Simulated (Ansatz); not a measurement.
Basis-set extrapolation for C2H7ClOSi (`C[Si](C)(O)Cl`) (PBE0-D4/def2-TZVP geometry, frozen core, Ansatz 0.2.0). Multiplicity 1, RHF reference.

|  | def2-TZVPP | def2-QZVPP |
| --- | --- | --- |
| HF | -903.340646 | -903.370108 |
| MP2 correlation | -0.906872 | -0.978796 |
| CCSD(T) correlation | -0.994755 | not run |

Energies in hartree. Use E(X) = E(∞) + A·exp(−7.88·√X) for Hartree–Fock and E(X) = E(∞) + B·X^(−2.97) for correlation, with X = 3 and 4, and add CCSD(T) minus MP2 of the smaller set to the MP2 limit.

Problem. What is the CCSD(T) energy at the basis-set limit?

Solution. HF limit: -903.370108 + (-0.029462) × 0.13774 = -903.37417. MP2 limit: -0.978796 + (-0.071924) × 0.74074 = -1.03207. Higher-order term: -0.994755 − (-0.906872) = -0.08788. Total: -904.49412 hartree, 416.7 kJ/mol below CCSD(T)/def2-TZVPP.
